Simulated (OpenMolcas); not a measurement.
# Cl IV: from CASSCF to CASPT2

| Property | Result |
| --- | --- |
| Program | OpenMolcas 26.06 |
| Basis | ANO-R3 [6s5p4d3f1g] |
| Scalar Hamiltonian | X2C, finite nucleus |
| Active space | 2 electrons in 3 orbitals (3p) |
| State averaging | 2S+1 = 3 even, 3 roots; 2S+1 = 1 even, 6 roots |
| Spin-orbit coupling | RASSI with atomic mean-field integrals over the reference wave functions, term energies averaged over their components |

Methods on the same reference wave functions:
A. CASSCF
B. SS-CASPT2, IPEA 0.25 Eh, imaginary shift 0.1 Eh (closed shells correlated: 2s 2p 3s)

Energies in cm-1 above 3s2 3p2 3P0, the measured ground level; measured values from Moore, Atomic Energy Levels, vol. I, NSRDS-NBS 35 (1971 reprint of NBS Circular 467, 1949).

```tsv
Level	A	B	Measured
3s2 3p2 3P0	0.0	0.0	0.0
3s2 3p2 3P1	445	453	491
3s2 3p2 3P2	1246	1249	1341
3s2 3p2 1D2	16826	13390	13766
3s2 3p2 1S0	40585	32390	32550
```

Deviations, from unrounded energies. A percentage is the sum of absolute deviations over the sum of measured energies, with the sign that they share, or ± where signs differ.

| Against measurement | Levels | A | B |
| --- | --- | --- | --- |
| mean absolute deviation (cm-1) | 4 | 2800 | 170 |
| fine structure of the ground term (%) | 2 | -7.7 | -7.1 |
| other terms of the ground configuration (%) | 2 | +24.0 | -1.2 |

B lies closest to measurement on these levels. The largest miss of B in the table is 3s2 3p2 1D2, by -380 cm-1. The ranking rests on the paired levels alone, and a cruder setting can come out closer through cancelling errors.

From A to B the spin-free energies of the other terms of 3s2 3p2 shown, above 3P, scale by factors of 0.78 to 0.79.

The lowest spin-free term lies below A's lowest term by 0.363 hartree in B.

CASPT2 does not keep the components of a term degenerate, so their means are used; among the terms shown or strongly mixed into the levels shown the widest spread is 70 cm-1 (3s2 3p2 1D, B). With the s shell closed, the reference lacks s² → p² mixing. Computed and measured levels are paired by configuration, term and J; levels that our copy of the source lacks, or whose pairing is in doubt (as where it misses far off the trend of its configuration), stay unpaired and out of the deviations. Levels of configurations outside the active space are missing.
